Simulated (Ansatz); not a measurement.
`O[SiH](O)/C=[CH]\[GeH3]` and `O[SiH](O)/C=C/[SiH3]` differ in one atom or group (the configuration at the double bond changes too).

Ansatz, PBE0-D4/def2-TZVP geometries, multiplicity 1. Each molecule was computed in one conformer, which needn't be the lowest.

Scalar relativity is left out up to krypton.

```json
{"property": "HOMO energy (B3LYP/def2-TZVPP) / eV", "`O[SiH](O)/C=[CH]\\[GeH3]`": "-7.73"}
{"property": "LUMO energy (ωB97M-V/def2-TZVPP) / eV", "`O[SiH](O)/C=[CH]\\[GeH3]`": "0.99"}
{"property": "size of the dipole moment (PBE/def2-TZVPP) / D", "`O[SiH](O)/C=[CH]\\[GeH3]`": "0.80"}
{"property": "HOMO energy (ωB97M-V/def2-TZVPP) / eV", "`O[SiH](O)/C=[CH]\\[GeH3]`": "-10.16"}
{"property": "HOMO–LUMO gap (PBE0/def2-TZVPP) / eV", "`O[SiH](O)/C=[CH]\\[GeH3]`": "6.94"}
{"property": "size of the dipole moment (ωB97M-V/def2-TZVPP) / D", "`O[SiH](O)/C=[CH]\\[GeH3]`": "0.77"}
```

(1) What does the change do to each property? (Estimate.)

## Answers

(1) Ansatz gave: 
| property | `O[SiH](O)/C=C/[SiH3]` | shift |
| --- | --- | --- |
| HOMO energy (B3LYP/def2-TZVPP) / eV | -7.78 | -0.05 |
| LUMO energy (ωB97M-V/def2-TZVPP) / eV | 1.05 | 0.06 |
| size of the dipole moment (PBE/def2-TZVPP) / D | 2.37 | 1.57 |
| HOMO energy (ωB97M-V/def2-TZVPP) / eV | -10.21 | -0.05 |
| HOMO–LUMO gap (PBE0/def2-TZVPP) / eV | 7.04 | 0.10 |
| size of the dipole moment (ωB97M-V/def2-TZVPP) / D | 2.47 | 1.70 |

Dipoles are sizes alone; their direction can turn.

B3LYP here is the variant with VWN-RPA as its local correlation; programs differ in this.
